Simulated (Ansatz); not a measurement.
A nudged elastic band was laid between two geometries of BFH2O + H2S (8 atoms, charge 0, multiplicity 1).

Level of theory: RKS revPBE-D4/def2-SVP in Ansatz 0.2.0.

```
movable images  : 7
climbing image  : yes
spring          : 5.0 eV/Å²
optimiser       : quadratic models (default)
start path      : straight line
force threshold : 0.05 eV/Å
iteration limit : 60
end points      : relaxed
```

Image 0:

```xyz
8
Properties=species:S:1:pos:R:3
B 0.058 -0.366 -0.106
F 0.002 -0.676 1.212
H 1.121 -0.116 -0.628
O -1.074 -0.419 -0.861
H -1.851 -0.680 -0.329
S -0.293 2.749 0.896
H -1.536 2.376 0.486
H -0.339 1.886 1.949
```

Image 8:

```xyz
8
Properties=species:S:1:pos:R:3
B -0.170 0.625 -0.333
F -0.085 -0.287 2.290
H 0.967 0.254 -0.535
O -1.284 -0.049 -0.729
H -1.067 -0.915 -1.118
S -0.370 2.255 0.495
H -1.735 2.243 0.489
H -0.168 0.628 2.059
```

(1) Which bonds break or form, and what moves?

(2) Give the energies along the band, and the barrier.

(3) What is the geometry of the highest image?

Results:

(1) Bonds broken: B1–F2, S6–H8. Bonds formed: B1–S6, F2–H8. BFH2O + H2S becomes BH3OS + FH.

(2) It converged. The highest image is number 6 of 0 to 8, 112.2 kJ/mol above the first end and 46.9 kJ/mol above the last; the last end lies 65.3 kJ/mol above the first. The profile has 2 maxima (images 2, 6) with wells between them (image 3): this band takes more than one step, which may be the mechanism or a detour left from its start path. Another band between the same ends (7 images) ends at a top of the same energy, where a vibrational analysis finds 1 clearly imaginary mode. The orbitals stay closed-shell, which can raise the energy where a bond breaks towards radicals; this wasn't checked here.

```csv
image,path coordinate (Å),energy (kJ/mol),B1–F2 (Å),S6–H8 (Å),B1–S6 (Å)
0,0.00,0.0,1.35,1.36,3.29
1,0.62,19.2,1.35,1.36,2.98
2,1.24,35.3,1.35,1.36,2.90
3,1.86,1.6,1.35,1.36,3.13
4,2.49,2.8,1.35,1.36,2.98
5,3.12,46.6,1.40,1.38,2.45
6,3.75,112.2,1.66,1.63,2.03
7,4.28,79.2,2.20,2.01,1.88
8,4.81,65.3,2.78,2.27,1.84
```

(3) 
```xyz
8
Properties=species:S:1:pos:R:3
B -0.138 0.305 0.053
F -0.088 -0.106 1.666
H 0.971 0.083 -0.395
O -1.310 -0.166 -0.510
H -1.143 -0.918 -1.103
S -0.311 2.252 0.605
H -1.675 2.231 0.573
H -0.217 1.075 1.729
```

Run time: 3.4 min on 1 thread of Intel(R) Xeon(R) Platinum 8488C (Sapphire Rapids), with other jobs on the host, peak memory 0.16 GiB.
